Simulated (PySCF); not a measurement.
C8H12.
Numbering: `[CH:1]1=[CH:2][C@H:3]2[CH2:4][CH2:5][C@@H:6]1[CH2:7][CH2:8]2` (hydrogens: H9 on C1; H10 on C2; H11 on C3; H12, H13 on C4; H14, H15 on C5; H16 on C6; H17, H18 on C7; H19, H20 on C8)

The same species was optimised twice, with GFN2-xTB and with PBE0-D3(BJ)/def2-SVP (PySCF), and the same property calculations (PySCF, gas phase) were run on both structures.

```
  coordinate  GFN2-xTB  PBE0-D3(BJ)/def2-SVP  change
   C1=C2 (Å)     1.324                 1.339  +0.015
   C1–C6 (Å)     1.496                 1.504  +0.008
   C2–C3 (Å)     1.496                 1.504  +0.008
   C4–C5 (Å)     1.535                 1.543  +0.008
   C7–C8 (Å)     1.535                 1.543  +0.008
   C3–C4 (Å)     1.539                 1.543  +0.004
   C5–C6 (Å)     1.539                 1.543  +0.004
   C6–C7 (Å)     1.539                 1.543  +0.004
   C3–C8 (Å)     1.539                 1.543  +0.004
C1–C2–C3 (°)     114.2                 114.1    -0.1
C2–C1–C6 (°)     114.2                 114.1    -0.1
C4–C3–C8 (°)     107.8                 107.7    -0.1
C5–C6–C7 (°)     107.8                 107.7    -0.1
C3–C8–C7 (°)     109.3                 109.4    +0.1
C2–C3–C4 (°)     108.0                 108.0     0.0
C3–C4–C5 (°)     109.3                 109.4    +0.1
C4–C5–C6 (°)     109.3                 109.4    +0.1
```

Rotational constants: A = 2617, B = 2558, C = 2503 MHz (GFN2-xTB) against A = 2592, B = 2525, C = 2479 MHz (PBE0-D3(BJ)/def2-SVP). Point groups within 0.08 Å: C2v and C2v.

On the GFN2-xTB structure: HOMO (eV) -7.01 [PBE0/pcSseg-1]; LUMO (eV) 0.62 [PBE0/pcSseg-1]; dipole (D) 0.27 [PBE0/pcSseg-1]; GIAO shielding of C1/C2 (mean) (ppm) 43.8 [PBE0/pcSseg-1]; GIAO shielding of C3/C6 (mean) (ppm) 153.7 [PBE0/pcSseg-1]; GIAO shielding of C4/C5/C7/C8 (mean) (ppm) 158.4 [PBE0/pcSseg-1].

**Question.** What do these properties become on the PBE0-D3(BJ)/def2-SVP structure?

**Answer.** 
```tsv
property	level	on GFN2-xTB	on PBE0-D3(BJ)/def2-SVP	change
HOMO (eV)	PBE0/pcSseg-1	-7.01	-6.97	+0.04
LUMO (eV)	PBE0/pcSseg-1	0.62	0.54	-0.08
dipole (D)	PBE0/pcSseg-1	0.27	0.27	0.00
energy, GFN2-xTB geometry as zero (kcal/mol)	PBE0/pcSseg-1	0.0	-0.4	-0.4
GIAO shielding of C1/C2 (mean) (ppm)	PBE0/pcSseg-1	43.8	40.0	-3.8
GIAO shielding of C3/C6 (mean) (ppm)	PBE0/pcSseg-1	153.7	151.9	-1.8
GIAO shielding of C4/C5/C7/C8 (mean) (ppm)	PBE0/pcSseg-1	158.4	156.3	-2.1
```

The heavy atoms differ by 0.008 Å rms after alignment. Among bonds between heavy atoms C1=C2 changes most (+0.015 Å). Changes are differences of the printed values. Neither structure is proved a minimum here.
